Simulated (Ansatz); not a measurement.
Reaction (ligand exchange at the Al–O bond): `[SiH3][O][Al]([SH])[Cl]` + HCl → `[SH][Al]([Cl])[Cl]` + `O[SiH3]`

Gas-phase electronic energies from Ansatz, PBE0-D4/def2-TZVP geometries. CBS: MP2 limit from def2 TZ/QZ plus the TZ coupled-cluster correction, frozen cores. This one scheme is used for every species. One conformer a species, not always the lowest.

`[SiH3][O][Al]([SH])[Cl]`:

Cartesian coordinates in Å:
```
Si 1.406 -0.831 0.657
O 0.079 -0.081 0.081
Al -1.455 0.520 -0.180
S -1.876 1.789 -1.877
Cl -3.009 0.063 1.126
H 1.111 -2.264 0.921
H 2.498 -0.737 -0.345
H 1.847 -0.182 1.919
H -0.601 1.723 -2.302
```

HCl:

```xyz
2

Cl    0.256    0.565    0.155
H    -0.256   -0.565   -0.155
```

`[SH][Al]([Cl])[Cl]`:

```xyz
5

S     0.743   -0.243   -1.533
Al    0.030    0.304    0.429
Cl    0.956    1.867    1.435
Cl   -1.558   -0.705    1.314
H    -0.171   -1.223   -1.645
```

`O[SiH3]`:

```xyz
6

O    -0.847   -0.261    0.925
Si    0.209    0.238   -0.237
H    -0.940   -1.202    1.072
H     1.600   -0.204    0.058
H     0.141    1.717   -0.239
H    -0.163   -0.288   -1.579
```

```csv
species,CCSD(T)/CBS(def2) energy (Eh)
`[SiH3][O][Al]([SH])[Cl]`,-1466.44853
HCl,-460.38127
`[SH][Al]([Cl])[Cl]`,-1560.13922
`O[SiH3]`,-366.69042
```

(1) Work out ΔE.

Largest T1 diagnostic among the species: 0.011.

Results:

(1) ΔE = (-1560.13922) + (-366.69042) − (-1466.44853) − (-460.38127) = 0.00016 Eh = +0.4 kJ/mol.

At CCSD(T), def2-SVP lies +5.5 kJ/mol from the extrapolated value and def2-TZVPP +4.2 kJ/mol. Leaving LDA and LC-ωPBE aside and taking each functional with its dispersion term where it has one, the values, not all of them listed here, spread over 14.1 kJ/mol, from revPBE-D4 to CAM-B3LYP-D4. LDA lies +4.6 kJ/mol from PBE without D4. From BLYP to BHLYP (50 % exact exchange), in def2-TZVPP and without D4, ΔE moves by +3.2 kJ/mol.
